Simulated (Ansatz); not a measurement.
Gas-phase electronic energies from Ansatz, PBE0-D4/def2-TZVP geometries. CBS: MP2 limit from def2 TZ/QZ plus the TZ coupled-cluster correction, frozen cores. This one scheme is used for every species. DFT in def2-TZVPP. Each species was taken in one conformer, which may not be the lowest.

Reaction (formal exchange of groups at the Si–O bond): `N[SiH2]O[SiH3]` + `FBF` → `N[SiH2]B(F)F` + `O[SiH3]`

CCSD(T)/CBS gives +159.3 kJ/mol.

(1) Another level gave +167.3 kJ/mol. Which?
A. BLYP/def2-TZVPP
B. PBE-D4/def2-TZVPP
C. PBE-QIDH/def2-TZVPP
D. MP2/def2-TZVPP

Largest T1 diagnostic among the species: 0.013.

Answers

(1) D. MP2/def2-TZVPP 167.3, PBE-D4 134.7, BLYP 147.8, PBE-QIDH 157.1 kJ/mol.

In def2-TZVPP, CCSD(T) changes the Hartree–Fock value by −21.9 kJ/mol (the triples alone add −2.8 kJ/mol) and MP2 by −13.4 kJ/mol. From PBE to PBE0 (25 % exact exchange), in def2-TZVPP and without D4, ΔE moves by +9.9 kJ/mol. The D4 term adds +3.0 kJ/mol with B3LYP and +1.8 kJ/mol with PBE0; it sums over pairs of atoms, weighted by their polarisabilities, and B3LYP, whose exchange is more repulsive, gets the larger term.

B3LYP here is the variant with VWN-RPA as its local correlation; programs differ in this.
